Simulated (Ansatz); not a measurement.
FeNO₃H⁻, that is FeO3(NH) with one electron more. Charge -1, multiplicity 2. Geometry PBE-D4/def2-SVP, that of the neutral singlet; atoms count from 1.

Cartesian coordinates in Å:
```
Fe 0.3072 -0.1321 -0.2351
O 1.4119 -0.0750 0.9160
O 0.4648 -1.4223 -1.1337
O 0.4215 1.2065 -1.0977
N -1.2066 -0.1998 0.4663
H -1.3987 0.6227 1.0841
```

The charge -1 doublet is spin-contaminated (final ⟨S²⟩ up to 1.51, 0.75 for a pure state).

Estimate the Mulliken populations from the PBE0/def2-TZVPD orbitals of Ansatz.


| atom | charge (e) | spin (α − β) | d electrons |
| --- | --- | --- | --- |
| Fe1 | 1.26 | 1.23 | 6.00 |
| O2 | -0.73 | 0.29 | – |
| O3 | -0.69 | 0.10 | – |
| O4 | -0.73 | 0.29 | – |
| N5 | -0.28 | -0.95 | – |
| H6 | 0.17 | 0.05 | – |
Mulliken values depend strongly on the basis. With diffuse functions, as here, like atoms can get unlike values, and bond orders can come out too low or too high.

Where does the spin sit?

Summed by element: Fe 1.23, O 0.68, N -0.95, H 0.05, of 1 unpaired in all. Largest on single atoms: Fe1 1.23, N5 -0.95, O2 0.29.

And the Mayer bond orders between heavy atoms (over 0.3)?

Fe1–O2 1.35 (1.60 Å); Fe1–O3 1.38 (1.58 Å); Fe1–O4 1.35 (1.60 Å); Fe1–N5 1.21 (1.67 Å).
